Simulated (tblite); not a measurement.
C5H9OPSi2.
SMILES with atom numbers: `[CH:1]#[C:2][C:3]#[C:4][SiH2:5][Si@H:6]([PH2:7])[O:8][CH3:9]` (hydrogens: H10 on C1; H11, H12 on Si5; H13 on Si6; H14, H15 on P7; H16, H17, H18 on C9)

Computed with GFN2-xTB (tblite), gas phase: L-BFGS steps from a force-field or distance-geometry start until the largest atomic force falls under 0.01 eV/Å.

Geometry at step 5:
```
atom  x, y, z in Å
C1      3.5041   -0.4702    3.9288
C2      2.9870   -0.5317    2.8368
C3      2.4096   -0.6029    1.6042
C4      1.8961   -0.6649    0.4983
Si5     1.0606   -0.7576   -1.1801
Si6    -1.2305   -0.3506   -1.0011
P7     -2.2808   -0.4090   -2.9944
O8     -1.5483    1.1095   -0.3322
C9     -1.6174    1.3091    1.0471
H10     3.9411   -0.4161    4.8664
H11     1.2728   -2.0871   -1.8024
H12     1.6661    0.2217   -2.1186
H13    -1.8827   -1.3665   -0.1519
H14    -1.7916    0.8014   -3.4463
H15    -3.4673    0.1383   -2.5481
H16    -2.4118    0.6891    1.4597
H17    -0.6756    1.0364    1.5162
H18    -1.8400    2.3572    1.2460
```

Task: What forces act on the atoms?

Result: 
```json
{"atom": "C1", "Fx (eV/Å)": "-0.421", "Fy (eV/Å)": "-0.044", "Fz (eV/Å)": "-0.860"}
{"atom": "C2", "Fx (eV/Å)": "0.056", "Fy (eV/Å)": "0.006", "Fz (eV/Å)": "0.129"}
{"atom": "C3", "Fx (eV/Å)": "-0.139", "Fy (eV/Å)": "-0.010", "Fz (eV/Å)": "-0.304"}
{"atom": "C4", "Fx (eV/Å)": "-0.018", "Fy (eV/Å)": "-0.027", "Fz (eV/Å)": "-0.203"}
{"atom": "Si5", "Fx (eV/Å)": "0.042", "Fy (eV/Å)": "0.041", "Fz (eV/Å)": "0.093"}
{"atom": "Si6", "Fx (eV/Å)": "0.107", "Fy (eV/Å)": "0.003", "Fz (eV/Å)": "-0.009"}
{"atom": "P7", "Fx (eV/Å)": "0.096", "Fy (eV/Å)": "-0.139", "Fz (eV/Å)": "0.031"}
{"atom": "O8", "Fx (eV/Å)": "-0.050", "Fy (eV/Å)": "-0.076", "Fz (eV/Å)": "-0.095"}
{"atom": "C9", "Fx (eV/Å)": "-0.085", "Fy (eV/Å)": "0.075", "Fz (eV/Å)": "-0.012"}
{"atom": "H10", "Fx (eV/Å)": "0.220", "Fy (eV/Å)": "0.025", "Fz (eV/Å)": "0.453"}
{"atom": "H11", "Fx (eV/Å)": "0.093", "Fy (eV/Å)": "0.178", "Fz (eV/Å)": "0.269"}
{"atom": "H12", "Fx (eV/Å)": "0.103", "Fy (eV/Å)": "-0.105", "Fz (eV/Å)": "0.296"}
{"atom": "H13", "Fx (eV/Å)": "-0.101", "Fy (eV/Å)": "-0.050", "Fz (eV/Å)": "-0.065"}
{"atom": "H14", "Fx (eV/Å)": "-0.063", "Fy (eV/Å)": "0.020", "Fz (eV/Å)": "0.067"}
{"atom": "H15", "Fx (eV/Å)": "0.036", "Fy (eV/Å)": "0.105", "Fz (eV/Å)": "-0.011"}
{"atom": "H16", "Fx (eV/Å)": "-0.042", "Fy (eV/Å)": "-0.016", "Fz (eV/Å)": "0.173"}
{"atom": "H17", "Fx (eV/Å)": "0.136", "Fy (eV/Å)": "0.003", "Fz (eV/Å)": "0.128"}
{"atom": "H18", "Fx (eV/Å)": "0.030", "Fy (eV/Å)": "0.011", "Fz (eV/Å)": "-0.079"}
```

The largest, 0.96 eV/Å, acts on C1; the rms over all components is 0.181 eV/Å. The forces sum to zero within rounding, as they must for an isolated molecule in no field.

Task: Give the force on C1 in Eh/bohr and in nN.

Result: 0.959 eV/Å ÷ 51.422 = 0.01864 Eh/bohr, and 0.959 eV/Å × 1.602 = 1.54 nN.

Task: How far is this geometry from the end of the optimisation?

Result: 0.218 eV above it, and 0.761 Å rms away after alignment. The bonds farthest from their final lengths, with half the difference of the two atoms' forces along the bond (positive lengthens):

```
   bond  now (Å)  final (Å)  force along bond (eV/Å)
 C4–Si5    1.877      1.846                    -0.15
 Si6–P7    2.254      2.234                    -0.01
Si5–H11    1.483      1.470                    -0.09
 C1–H10    1.036      1.048                    +0.73
Si5–H12    1.485      1.474                    -0.10
 Si6–O8    1.637      1.626                    -0.04
```

The angle farthest from its final value is P7–Si6–O8, 107.1° against 99.7°.

Of the 6 listed bonds off by 0.010 Å or more, this force points towards the final length in 6.

The cost below is that of the whole relaxation. Time: 8.6 s. Hardware: one thread, AMD EPYC (x86_64) (shared host).
